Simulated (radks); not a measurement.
Results of a calculation; reference values are marked as such.
A nucleus of charge 71.8 with 69 electrons, configuration [Xe] 4f14 6s1.

Level of theory: scalar-relativistic Kohn-Sham, PBE, spin-unpolarised, spherical densities, finite nucleus; Fermi nuclear charge, rms radius 5.37 fm (a radial shooting solver on a logarithmic mesh with Libxc functionals).

Energy parts (hartree):
total: -14970.8604
kinetic: 16389.0840
electron-nucleus: -36850.2930
Hartree: 5795.6262
exchange-correlation: -305.2776

Orbitals (lengths in bohr, moments of r in powers of bohr; <r^-3> diverges for s and p1/2):
| orbital | occ. | eigenvalue (hartree) | <r^-3> | <1/r> |
|---|---|---|---|---|
| 1s | 2 | -2384.362 | - | 83.46 |
| 2s | 2 | -408.2663 | - | 19.49 |
| 2p | 6 | -358.8220 | 17590 | 17.79 |
| 3s | 2 | -93.71035 | - | 7.209 |
| 3p | 6 | -78.91918 | 3877 | 6.688 |
| 3d | 10 | -61.34346 | 504.6 | 6.327 |
| 4s | 2 | -19.64788 | - | 3.053 |
| 4p | 6 | -14.79465 | 887.5 | 2.780 |
| 4d | 10 | -8.50543 | 97.87 | 2.464 |
| 5s | 2 | -3.43470 | - | 1.171 |
| 5p | 6 | -2.27782 | 120.5 | 0.9844 |
| 4f | 14 | -1.58333 | 15.26 | 1.905 |
| 6s | 1 | -0.92943 | - | 0.4564 |

The highest occupied level is 6s at -25.291 eV. Summed over all electrons, <r^2> = 38.28 bohr^2, which gives a Langevin (diamagnetic) susceptibility term of -30.3 x 10^-6 cm^3/mol.
